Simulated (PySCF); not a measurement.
Spin states of NaSb⁺

Unrestricted PBE0; Na def2-SVPD, Sb def2-SVPD with ECP28; scalar-relativistic core potentials (PySCF 2.14). Outer shells of the fragments: Na+ closed shells only; Sb 4d10 5s2 5p3.

Followed along the bond (rough minima from three points):

```
2Ms+1   unpaired  ⟨S²⟩ at the start  R at minimum (Å)  Te (eV)
    4  σ ↑, π ↑↑               3.75              3.37     0.00
    2  σ ↓, π ↑↑               1.76              3.43     0.62
    2  σ ↑, π ↑↓               1.76              3.39     0.65
    2        π ↑               0.75              3.21     0.95
```

Solutions found at the starting distance of 3.040 Å, counted from the lowest of them; the search is not exhaustive and high or unbound solutions are not listed, so other states can lie among these:

| 2Ms+1 | unpaired | term | E (eV) | ⟨S²⟩ | ⟨Lz²⟩ | μ (D) |
| --- | --- | --- | --- | --- | --- | --- |
| 4 | σ ↑, π ↑↑ | ⁴Σ⁻ | 0.00 | 3.75 | 0.00 | -9.31 |
| 2 | σ ↓, π ↑↑ | mixed | 0.65 | 1.76 | 0.00 | -9.19 |
| 2 | σ ↑, π ↑↓ | mixed | 0.66 | 1.76 | 2.01 | -9.24 |
| 2 | π ↑ | ²Π | 0.92 | 0.75 | 1.00 | -8.47 |
| 2 | σ ↑ | mixed | 1.65 | 0.75 | 2.00 | -9.15 |
| 2 | π ↑ | ²Π | 2.33 | 0.75 | 1.01 | -9.65 |

A term symbol is given only where ⟨S²⟩ and ⟨Lz²⟩ are close to those of a pure state; real π, δ and φ orbitals otherwise mix terms. A positive dipole points towards Sb; it is taken about the centre of mass and depends on that origin.

Spin–orbit coupling is left out. Counting both spins, an empty level lies below a filled one in some of these solutions, because spin and occupation are held.
